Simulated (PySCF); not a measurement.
## Chromium: a sound run and one with changed settings

Sound run: Cr²⁺ [Ar] 3d4, Cr³⁺ [Ar] 3d3. Computed with PySCF 2.14 in jorge-DZP-DKH (8s6p2d1f, 43 functions), with the spin-free X2C one-electron Hamiltonian (Gaussian nucleus). In the sound run the correlated levels freeze [Ar]. The sound run starts from symmetry-adapted Hartree-Fock orbitals and uses a fine grid where one is needed.

Changed run: basis STO-3G, all-electron and non-relativistic. This setting is unsound on purpose.

```
species  method  sound run (hartree)  changed run (hartree)  converged
   Cr²⁺     UHF          -1048.83855            -1031.74017        yes
   Cr²⁺    BP86          -1049.99508            -1032.63296        yes
   Cr²⁺    PBE0          -1049.65715            -1032.38399        yes
   Cr²⁺     MP2          -1048.85933            -1031.74029        yes
   Cr³⁺     UHF          -1047.73833            -1030.80503        yes
   Cr³⁺    BP86          -1048.83041            -1031.66540        yes
   Cr³⁺    PBE0          -1048.49753            -1031.41202        yes
   Cr³⁺     MP2          -1047.74547            -1030.80506        yes
```

Ionisation energy of Cr²⁺:

| method | sound run (eV) | changed run (eV) |
| --- | --- | --- |
| UHF | 29.938 | 25.446 |
| BP86 | 31.692 | 26.328 |
| PBE0 | 31.555 | 26.449 |
| MP2 | 30.310 | 25.449 |
| SCS-MP2 | 30.062 | 25.447 |

A minimal basis cannot let orbitals breathe on ionisation and holds almost no correlation. The Hamiltonian changed with the basis, so the totals do not compare.

For comparison, NIST gives 30.959 ± 0.025 eV between the lowest levels.
